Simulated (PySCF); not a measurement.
## Telling isomers of C7H10O2 apart by NMR

PySCF calculation with GFN2-xTB structure and GIAO PBE0/pcSseg-1 shieldings; no solvent, a single conformation, non-relativistic, one averaged value for each set of equivalent atoms.

Shifts are taken against calculated references (same method and geometry level): $^{1}$H and $^{13}$C vs TMS. Where no couplings were computed, multiplicities follow the n + 1 count of equivalent neighbours, and m marks all less simple cases (inequivalent or close neighbours, rings, F or P nearby). Acid and N–H amide carbonyl carbons lie up to 10 ppm further downfield in solution (hydrogen bonding). Shifts are as computed. Against solution values, carbons near 30 ppm lie about +3 ppm off and those near 130 ppm about +5 ppm. Of 1211 compounds with measured shifts, 218 miss one by over three times the rms of a fit or turn the order of signals round; such compounds aren't used in these exercises. OH and NH positions are gas-phase values without hydrogen bonding to other molecules.

(1) Tabulate the signals of `O=C1CO[C@@H]1C1CCC1`, `CC(C)(C)C#CC(=O)O` and their relative energies.

(2) What is the quickest way to tell O=C1CO[C@@H]1C1CCC1 from CC(C)(C)C#CC(=O)O?

## Answers

(1) 
| SMILES | carbon types | δC | δH | E rel. (kcal/mol) |
| --- | --- | --- | --- | --- |
| O=C1CO[C@@H]1C1CCC1 | 1×C 2×CH 4×CH2 | 213.9, 108.1, 91.5, 37.6, 24.0, 19.9, 17.8 | 5.46 (m, 1H), 5.36 (m, 1H), 5.19 (m, 1H), 2.65 (m, 1H), 2.42 (m, 1H), 2.21 (m, 1H), 2.01 (m, 1H), 1.97 (m, 1H), 1.82 (m, 1H), 1.82 (m, 1H) | 15.5 |
| CC(C)(C)C#CC(=O)O | 4×C 3×CH3 | 158.6, 106.6, 77.9, 31.9, 27.9 | 6.18 (br s, 1H), 1.35 (s, 9H) | 0.0 |

Energies are electronic energies at PBE0/pcSseg-1 on these geometries, without zero-point or thermal terms, each for the one conformer computed, which needn't be the lowest.

(2) Count the carbon signals: 7 against 5. The first has an sp3 CH bonded to O, α to a carbonyl at 108.1 ppm, the second an alkyne carbon (C) at 106.6 ppm. Their most deshielded carbons lie at 213.9 and 158.6 ppm. In the proton spectra the most deshielded non-exchanging signals are 5.46 (m, 1H) and 1.35 (s, 9H).
